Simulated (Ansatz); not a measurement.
Relaxation of C₂H₈S₂Si (13 atoms, charge 0, multiplicity 1), to a largest force component of 0.015 eV/Å in at most 40 steps.

These are results of Ansatz, RKS r2SCANh-D4/6-31G, not measurements.

```xyz
13
Properties=species:S:1:pos:R:3:forces:R:3
C -1.728 -0.024 0.828 -2.72 2.94 -0.46
Si 0.065 -0.124 0.894 1.45 0.16 1.85
C 0.757 -0.976 -0.595 2.53 -0.27 1.28
S 0.567 0.000 -2.100 -4.08 -2.60 -1.98
S 2.061 1.316 -2.132 3.27 3.10 0.29
H -2.172 0.496 1.726 0.53 -0.65 -0.66
H -2.216 -0.962 0.714 -0.50 -0.99 -0.11
H -2.056 0.653 -0.037 0.38 -1.02 0.91
H 0.431 -0.870 2.159 0.14 -0.10 -0.15
H 0.663 1.236 1.083 0.10 0.16 -0.22
H 1.850 -1.173 -0.444 -0.71 0.09 -0.11
H 0.321 -1.940 -0.695 -0.65 -0.90 -0.57
H 1.479 2.334 -1.387 0.27 0.09 -0.07
```

Q: Where does it end, and by what steps?

A: The forces met the threshold. Limits of this set-up: no polarisation functions. After 8 steps the energy has fallen by 0.935 eV; S5 moved furthest, 0.20 Å.

```tsv
step	energy less start (eV)	largest force component (eV/Å)	accepted
0	0.0000	4.082	yes
1	-0.8100	1.303	yes
2	-0.8946	0.685	yes
3	-0.9218	0.232	yes
4	-0.9124	0.315	no
5	-0.9335	0.050	yes
6	-0.9344	0.055	yes
7	-0.9346	0.032	yes
8	-0.9347	0.005	yes
```

```xyz
13
Properties=species:S:1:pos:R:3
C -1.784 0.036 0.819
Si 0.106 -0.129 0.968
C 0.799 -1.042 -0.568
S 0.530 -0.085 -2.185
S 2.120 1.475 -2.025
H -2.193 0.624 1.645
H -2.261 -0.949 0.831
H -2.042 0.532 -0.121
H 0.489 -0.908 2.198
H 0.751 1.227 1.048
H 1.863 -1.273 -0.489
H 0.260 -1.982 -0.733
H 1.382 2.439 -1.372
```

Whether the end is a true minimum wasn't checked by a vibrational analysis.

The run took 2.9 min on 1 thread of Intel(R) Xeon(R) Processor @ 2.50GHz (Skylake/Cascade Lake) (shared host), peak memory 0.22 GiB.
